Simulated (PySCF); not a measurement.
# Atomic charges against the basis set

C₂H₇BO₃.
Atom-mapped SMILES: `[CH3:1][O:2][CH2:3][B:4]([OH:5])[OH:6]` (hydrogens: H7, H8, H9 on C1; H10, H11 on C3; H12 on O5; H13 on O6)

PBE0 throughout (PySCF), one geometry, spherical d and f functions. One conformer (not necessarily the lowest) at the PBE0-D3(BJ)/def2-SVP geometry, without solvent, vibrations or thermal averaging. Atoms taken as equivalent share a column and are averaged. The first 7 of 8 kinds of atom are listed.

Mulliken charges (e):

```json
{"basis": "STO-3G", "functions": "37", "C1": "-0.127", "O2": "-0.214", "C3": "-0.151", "B4": "+0.342", "O5/O6": "-0.325", "H7/H8/H9": "+0.074", "H10/H11": "+0.063"}
{"basis": "6-31G", "functions": "68", "C1": "-0.235", "O2": "-0.511", "C3": "-0.275", "B4": "+0.659", "O5/O6": "-0.622", "H7/H8/H9": "+0.163", "H10/H11": "+0.162"}
{"basis": "pcSseg-0", "functions": "68", "C1": "-0.298", "O2": "-0.668", "C3": "-0.479", "B4": "+0.865", "O5/O6": "-0.640", "H7/H8/H9": "+0.212", "H10/H11": "+0.222"}
{"basis": "6-31G*", "functions": "98", "C1": "-0.266", "O2": "-0.461", "C3": "-0.254", "B4": "+0.522", "O5/O6": "-0.596", "H7/H8/H9": "+0.162", "H10/H11": "+0.156"}
{"basis": "cc-pVDZ", "functions": "119", "C1": "+0.062", "O2": "-0.315", "C3": "+0.023", "B4": "+0.003", "O5/O6": "-0.116", "H7/H8/H9": "+0.031", "H10/H11": "+0.028"}
{"basis": "def2-SVP", "functions": "119", "C1": "+0.115", "O2": "-0.401", "C3": "+0.082", "B4": "-0.030", "O5/O6": "-0.152", "H7/H8/H9": "+0.029", "H10/H11": "+0.035"}
{"basis": "aug-cc-pVDZ", "functions": "201", "C1": "+0.777", "O2": "-0.609", "C3": "+0.747", "B4": "+0.759", "O5/O6": "-0.499", "H7/H8/H9": "-0.180", "H10/H11": "-0.298"}
{"basis": "6-311+G(2d,p)", "functions": "204", "C1": "-0.281", "O2": "-0.288", "C3": "-0.457", "B4": "+1.099", "O5/O6": "-0.703", "H7/H8/H9": "+0.141", "H10/H11": "+0.151"}
{"basis": "def2-TZVP", "functions": "228", "C1": "-0.215", "O2": "-0.274", "C3": "-0.148", "B4": "+0.238", "O5/O6": "-0.417", "H7/H8/H9": "+0.117", "H10/H11": "+0.113"}
{"basis": "cc-pVTZ", "functions": "278", "C1": "-0.101", "O2": "-0.252", "C3": "-0.062", "B4": "+0.143", "O5/O6": "-0.251", "H7/H8/H9": "+0.071", "H10/H11": "+0.068"}
{"basis": "IGLO-III", "functions": "280", "C1": "-0.206", "O2": "-0.278", "C3": "-0.304", "B4": "+0.726", "O5/O6": "-0.552", "H7/H8/H9": "+0.116", "H10/H11": "+0.116"}
{"basis": "pcSseg-2", "functions": "314", "C1": "+0.143", "O2": "-0.418", "C3": "+0.037", "B4": "+0.540", "O5/O6": "-0.427", "H7/H8/H9": "+0.023", "H10/H11": "+0.027"}
```

IAO charges (e):

| basis | functions | C1 | O2 | C3 | B4 | O5/O6 | H7/H8/H9 | H10/H11 |
| --- | --- | --- | --- | --- | --- | --- | --- | --- |
| STO-3G | 37 | -0.260 | -0.211 | -0.268 | +0.337 | -0.371 | +0.121 | +0.121 |
| 6-31G | 68 | -0.235 | -0.350 | -0.246 | +0.465 | -0.532 | +0.139 | +0.144 |
| pcSseg-0 | 68 | -0.217 | -0.351 | -0.239 | +0.442 | -0.509 | +0.133 | +0.139 |
| 6-31G* | 98 | -0.194 | -0.368 | -0.219 | +0.505 | -0.544 | +0.126 | +0.132 |
| cc-pVDZ | 119 | -0.193 | -0.367 | -0.220 | +0.489 | -0.540 | +0.126 | +0.133 |
| def2-SVP | 119 | -0.184 | -0.366 | -0.216 | +0.485 | -0.535 | +0.123 | +0.130 |
| aug-cc-pVDZ | 201 | -0.201 | -0.383 | -0.225 | +0.503 | -0.560 | +0.132 | +0.140 |
| 6-311+G(2d,p) | 204 | -0.203 | -0.385 | -0.227 | +0.510 | -0.563 | +0.133 | +0.141 |
| def2-TZVP | 228 | -0.200 | -0.383 | -0.226 | +0.514 | -0.563 | +0.131 | +0.139 |
| cc-pVTZ | 278 | -0.202 | -0.380 | -0.227 | +0.512 | -0.562 | +0.131 | +0.139 |
| IGLO-III | 280 | -0.203 | -0.385 | -0.228 | +0.513 | -0.565 | +0.132 | +0.141 |
| pcSseg-2 | 314 | -0.201 | -0.384 | -0.227 | +0.514 | -0.565 | +0.132 | +0.140 |

Hirshfeld charges (e):

| basis | functions | C1 | O2 | C3 | B4 | O5/O6 | H7/H8/H9 | H10/H11 |
| --- | --- | --- | --- | --- | --- | --- | --- | --- |
| STO-3G | 37 | +0.032 | -0.149 | -0.018 | +0.161 | -0.180 | +0.010 | +0.005 |
| 6-31G | 68 | -0.026 | -0.167 | -0.057 | +0.215 | -0.253 | +0.033 | +0.034 |
| pcSseg-0 | 68 | -0.033 | -0.144 | -0.070 | +0.217 | -0.253 | +0.031 | +0.032 |
| 6-31G* | 98 | -0.029 | -0.155 | -0.059 | +0.215 | -0.250 | +0.031 | +0.033 |
| cc-pVDZ | 119 | -0.042 | -0.128 | -0.077 | +0.215 | -0.242 | +0.031 | +0.032 |
| def2-SVP | 119 | -0.043 | -0.137 | -0.079 | +0.225 | -0.248 | +0.032 | +0.034 |
| aug-cc-pVDZ | 201 | -0.051 | -0.149 | -0.081 | +0.240 | -0.252 | +0.037 | +0.039 |
| 6-311+G(2d,p) | 204 | -0.044 | -0.153 | -0.077 | +0.241 | -0.255 | +0.036 | +0.038 |
| def2-TZVP | 228 | -0.048 | -0.146 | -0.079 | +0.239 | -0.256 | +0.036 | +0.038 |
| cc-pVTZ | 278 | -0.049 | -0.141 | -0.080 | +0.238 | -0.253 | +0.035 | +0.037 |
| IGLO-III | 280 | -0.052 | -0.148 | -0.081 | +0.244 | -0.255 | +0.037 | +0.039 |
| pcSseg-2 | 314 | -0.053 | -0.148 | -0.082 | +0.246 | -0.256 | +0.038 | +0.039 |

ESP-fitted charges (e):

```csv
basis,functions,C1,O2,C3,B4,O5/O6,H7/H8/H9,H10/H11
STO-3G,37,-0.256,-0.170,-0.248,+0.561,-0.496,+0.102,+0.081
6-31G,68,-0.090,-0.397,-0.042,+0.716,-0.761,+0.088,+0.059
pcSseg-0,68,-0.156,-0.373,-0.150,+0.786,-0.767,+0.107,+0.082
6-31G*,98,-0.162,-0.278,-0.091,+0.578,-0.649,+0.093,+0.057
cc-pVDZ,119,-0.131,-0.269,-0.052,+0.493,-0.595,+0.081,+0.047
def2-SVP,119,-0.103,-0.306,-0.034,+0.540,-0.625,+0.078,+0.045
aug-cc-pVDZ,201,-0.204,-0.258,-0.086,+0.573,-0.630,+0.102,+0.060
"6-311+G(2d,p)",204,-0.219,-0.258,-0.110,+0.606,-0.658,+0.108,+0.066
def2-TZVP,228,-0.209,-0.247,-0.112,+0.599,-0.654,+0.103,+0.064
cc-pVTZ,278,-0.201,-0.242,-0.107,+0.570,-0.630,+0.100,+0.061
IGLO-III,280,-0.195,-0.260,-0.090,+0.581,-0.638,+0.101,+0.061
pcSseg-2,314,-0.190,-0.265,-0.097,+0.611,-0.653,+0.100,+0.061
```

Some averages cover members that differ in this geometry, most widely: H7/H8/H9, Mulliken in aug-cc-pVDZ -0.324 to -0.098; O5/O6, Mulliken in aug-cc-pVDZ -0.546 to -0.451; H10/H11, Mulliken in IGLO-III +0.080 to +0.152; H10/H11, Mulliken in aug-cc-pVDZ -0.332 to -0.265 e.

Which scheme is steadiest as the basis changes?

Largest range over the bases for any column: Hirshfeld 0.08 e, IAO 0.19 e, ESP-fitted 0.29 e, Mulliken 1.23 e. Hirshfeld charges move least and Mulliken charges most, counted in e. Without the minimal STO-3G basis the ranges are Hirshfeld 0.04, IAO 0.07, ESP-fitted 0.29, Mulliken 1.23 e.

How much do the charges still move between the two largest bases, IGLO-III and pcSseg-2?

At most, over all atoms: Mulliken 0.349 e, IAO 0.002 e, Hirshfeld 0.002 e, ESP-fitted 0.030 e.

What do the same runs give for the total energy, the frontier levels and the dipole moment?

```tsv
basis	energy (Eh)	HOMO (eV)	LUMO (eV)	μ (D)
STO-3G	-326.3005	-3.33	5.04	2.36
6-31G	-330.5427	-6.70	1.46	2.82
pcSseg-0	-329.8789	-6.74	1.38	2.98
6-31G*	-330.6461	-6.67	1.78	2.36
cc-pVDZ	-330.6838	-6.73	1.45	2.21
def2-SVP	-330.4216	-6.81	1.34	2.37
aug-cc-pVDZ	-330.7150	-7.05	-0.38	2.13
6-311+G(2d,p)	-330.7758	-7.08	-0.23	2.21
def2-TZVP	-330.8028	-7.03	0.55	2.18
cc-pVTZ	-330.7928	-6.98	0.80	2.13
IGLO-III	-330.8129	-7.06	0.16	2.15
pcSseg-2	-330.8063	-7.07	0.18	2.19
```

The dipole is fixed by the density alone, so its range of 0.85 D shows that the density itself changes with the basis, not only its division among atoms.
